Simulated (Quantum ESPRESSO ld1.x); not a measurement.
The numbers below are computed, except where a source is named.
Question: The neodymium ion Nd8+, configuration [Kr] 4d10 4f2 5s2 5p2. Code: ld1.x of Quantum ESPRESSO 7.5. Model: scalar-relativistic Kohn-Sham, LDA (Slater exchange, Perdew-Zunger correlation), spin-polarised, spherical densities, point nucleus; open shells are filled with parallel spins first. Some entries of the table are withheld. Estimate them.

orbital  occ.  eigenvalue (Ry)  <1/r> (bohr^-1)  <r^2> (bohr^2)
1s up       1         -3195.99            66.00       0.0007609
1s down     1         -3195.98            66.00       0.0007609
2s up       1         -524.591            15.25         0.01205
2s down     1         -524.580            15.25         0.01205
2p up       3         -470.128            14.38        0.009631
2p down     3         -470.114            14.38        0.009631
3s up       1         -120.935            5.555         0.08124
3s down     1         -120.865            5.557         0.08118
3p up       3         -103.757            5.251         0.08123
3p down     3         -103.687            5.253         0.08116
3d up       5         -79.8574            4.985         0.06888
3d down     5         -79.8003            4.987         0.06880
4s up       1         -31.1390            2.344          0.4116
4s down     1         -30.9788            2.344          0.4112
4p up       3         -25.4667            2.165          0.4622
4p down     3         -25.3049            2.166          0.4615
4d up       5         -17.3826            1.910          0.5548
4d down     5         -17.2151            1.912          0.5528
5s up       1         -10.6523            1.019           1.929
5s down     1         -10.4143            1.018           1.938
5p up       2         -8.95423              (1)             (2)
5p down     0         -8.72278              (3)             (4)
4f up       2         -8.62210            1.482             (5)
4f down     0         -8.43446            1.488             (6)
5d up       0         -6.57747           0.7756           3.215
5d down     0         -6.37679           0.7637           3.302
6s up       0         -5.22637           0.5564           6.489
6s down     0         -5.13351           0.5473           6.661

Answer: 
(1) 5p up <1/r> (bohr^-1): 0.9213
(2) 5p up <r^2> (bohr^2): 2.315
(3) 5p down <1/r> (bohr^-1): 0.9170
(4) 5p down <r^2> (bohr^2): 2.340
(5) 4f up <r^2> (bohr^2): 0.8404
(6) 4f down <r^2> (bohr^2): 0.8327
